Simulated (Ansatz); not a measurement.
CH₇InSi⁺, that is InH2(CH2SiH3) with one electron fewer, relaxed as a doublet with UKS B3LYP-D4/def2-SVP in Ansatz, starting from the B3LYP-D4/def2-SVP geometry of the neutral singlet. Force threshold 0.02 eV/Å.

In the def2 sets In takes a core potential; there is no spin–orbit coupling.

Start:

| atom | x (Å) | y (Å) | z (Å) |
| --- | --- | --- | --- |
| In1 | 1.404 | 1.147 | 0.695 |
| H2 | 1.950 | 0.841 | 2.319 |
| H3 | 1.558 | 2.717 | -0.039 |
| C4 | 0.493 | -0.486 | -0.452 |
| Si5 | -1.372 | -0.599 | -0.269 |
| H6 | 0.746 | -0.332 | -1.515 |
| H7 | 0.951 | -1.431 | -0.117 |
| H8 | -1.746 | -0.807 | 1.164 |
| H9 | -2.021 | 0.671 | -0.724 |
| H10 | -1.964 | -1.721 | -1.062 |

Task: Estimate the energy that the relaxation releases and the steps that it takes.

Result: 0.87 eV, in 8 steps; 19 s on 4 threads of Arm Neoverse V1 on a shared host. The force fell under the threshold at step 7, but the optimiser went on. No frequencies were taken in this run, so the end may be a saddle point.

Task: Does the start keep its bonding and symmetry?

Result: By distances, no bond broke or formed. The bond that changes most is In1–C4, from 2.19 to 2.61 Å (atoms count from 1).

Task: Predict the relaxed structure.

Result: 
```
atom    x (Å)    y (Å)    z (Å)
 In1   1.4269   1.3609   0.8614
  H2   1.7369   0.5068   2.2851
  H3   1.3071   2.5726  -0.3091
  C4   0.4709  -0.6099  -0.5487
 Si5  -1.3994  -0.5450  -0.2241
  H6   0.8768  -0.2595  -1.5097
  H7   1.0866  -1.3894  -0.0752
  H8  -1.6325  -0.7285   1.2324
  H9  -1.9149   0.7686  -0.6901
 H10  -1.9584  -1.6767  -1.0221
```
Bond lengths: 1 × C–Si 1.90 Å; 1 × C–In 2.61 Å; 3 × H–Si 1.49 Å; 2 × H–In 1.69 Å; 2 × C–H 1.10 Å.
